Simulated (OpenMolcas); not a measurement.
**Au3+: ligand-field states by method**

Au3+ with its 8 nearest fluoride ions at 2.316 Å, on the Ca site of CaF2 (a = 5.46294 Å, distance in the model lattice 2.366 Å). The rest of the host is ab initio model potentials to 7.6 Å and point charges beyond; the distance is set by hand and nothing relaxes, and no local charge compensation is placed. Ligand basis ANO-RCC-VDZP.
```
Au    0.0000    0.0000    0.0000
F     1.3371    1.3371    1.3371
F     1.3371    1.3371   -1.3371
F     1.3371   -1.3371    1.3371
F     1.3371   -1.3371   -1.3371
F    -1.3371    1.3371    1.3371
F    -1.3371    1.3371   -1.3371
F    -1.3371   -1.3371    1.3371
F    -1.3371   -1.3371   -1.3371
```

* Program: OpenMolcas 26.06
* Basis: ANO-RCC-VDZP [7s6p4d2f]
* Scalar Hamiltonian: DKH2, point nucleus
* Active space: 8 electrons in 5 orbitals (5d)
* State averaging: 2S+1 = 3 even, 10 roots; 2S+1 = 1 even, 15 roots
* Spin-orbit coupling: state interaction with AMFI integrals over the reference wave functions

I. CASSCF
II. SS-CASPT2, IPEA 0.25 Eh, imaginary shift 0.1 Eh (closed shells correlated: 5s 5p and the ligand valence shells)

Spin-free states (labels of O, the rotations of Oh) in cm-1, each column counted from its own energy of the first state listed:

```json
{"State": "3T1", "Degeneracy": "3", "I": "0", "II": "0"}
{"State": "1E", "Degeneracy": "2", "I": "9842", "II": "5170"}
{"State": "3T2", "Degeneracy": "3", "I": "9989", "II": "13410"}
{"State": "1T2", "Degeneracy": "3", "I": "11745", "II": "3830"}
{"State": "3T1", "Degeneracy": "3", "I": "19971", "II": "21490"}
{"State": "3A2", "Degeneracy": "1", "I": "21114", "II": "31030"}
{"State": "1A1", "Degeneracy": "1", "I": "22265", "II": "9820"}
{"State": "1T2", "Degeneracy": "3", "I": "22426", "II": "19070"}
{"State": "1T1", "Degeneracy": "3", "I": "24638", "II": "22260"}
{"State": "1E", "Degeneracy": "2", "I": "34731", "II": "39670"}
{"State": "1A1", "Degeneracy": "1", "I": "51634", "II": "49560"}
```

From I to II, I's first state of the same spin (3T2) moves from 9989 to 13410 cm-1, by about +3400 cm-1.

From I to II, I's first state of another spin (1E) moves from 9842 to 5170 cm-1, by about -4700 cm-1. In II another state of that kind comes below it.

I: A least-squares ligand-field fit to the states below 45000 cm-1, each weighted by its degeneracy and with a free common offset, gives 10Dq = -11503 cm-1 (negative for this site), B = 732 cm-1 and C = 3103 cm-1 (C/B = 4.24), with an rms deviation of 508 cm-1. The same method and metal basis give the free ion B = 927 cm-1 (fit to its terms below 60000 cm-1, rms deviation 6 cm-1), so the nephelauxetic ratio is β = 732 / 927 = 0.79; it hangs on how both fits weigh the states, and computed free-ion B values tend to be too large, so β mixes covalency with correlation.

χT at 300 K: I 0.58, II 0.39 cm3 K/mol.

The states above are spin-free; spin-orbit coupling is strong here and shifts and splits them by thousands of cm-1.

Roots that are degenerate in the reference are averaged as groups; the widest CASPT2 spread within a group is 780 cm-1 (the 3-fold group of multiplicity 1 near 22300 cm-1 above the lowest state of its run, II). Shifts and gaps below about the spread of the groups concerned are not significant. Over all roots computed the reference weight is 0.62 to 0.68 in II; the roots of lowest weight are the least certain, and an intruder state may touch them. Real 4d8 and 5d8 ions are as a rule square planar and diamagnetic. The least metal-like active orbital is 81 % on the metal (Löwdin) and no ligand orbital is active, so the numbers are rough. Ligand-to-metal charge-transfer states are missing. With no ligand orbital active B as a rule stays too high, so bands that hang on it stand too high and its fall with covalency is understated. Without dynamic correlation the repulsion within the d shell is too large (B by tens of per cent), so at a given field states of lower spin stand too high (holds for I). With metal d orbitals alone the field can be off either way by tens of per cent (holds for I). With one d shell and no ligand orbital active, 10Dq can be off by a tenth or more (holds for II). No measured value stands beside these numbers; the geometry was set by hand and not optimised.
